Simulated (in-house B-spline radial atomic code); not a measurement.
## Binding energies in Pm⁸⁺

NIST's tabulated ground configuration is [Kr] 4d10 4f3 5s2 5p2; each binding energy is the energy of the ion with one electron taken from that subshell, relaxed, less that of the parent. Method: Dirac-Hartree-Fock, average of configuration, Fermi nucleus of rms radius 4.962 fm. Calculated with a B-spline radial code for spherical atoms. Energies include first-order Breit, QED and recoil terms.

```tsv
subshell	X-ray name	binding energy (eV)	-ε (eV)	relaxation (eV)
1s	K	45319	45572.7	69.5
2s	L1	7569.5	7627.0	36.7
3d3/2	M4	1189.5	1208.5	17.8
3d5/2	M5	1165.7	1183.8	17.5
4s	N1	473.6	479.0	4.6
4d3/2	N4	260.5	264.4	3.7
4d5/2	N5	256.1	259.7	3.6
5s	O1	152	152.7	0.4
5p	O2,3	128.6	129.1	0.3
4f	N6,7	127.5	129.9	2.6
```

Relaxation = -ε minus the binding energy without Breit, QED and recoil terms.

Problem. What does it cost to remove both a 3d3/2 and a 5p electron?

Solution. 1338.2 eV, which is 20.05 eV more than the two single binding energies together.

Problem. What does it cost to remove two 1s electrons?

Solution. 91696 eV, which is 1058 eV more than the two single binding energies together.
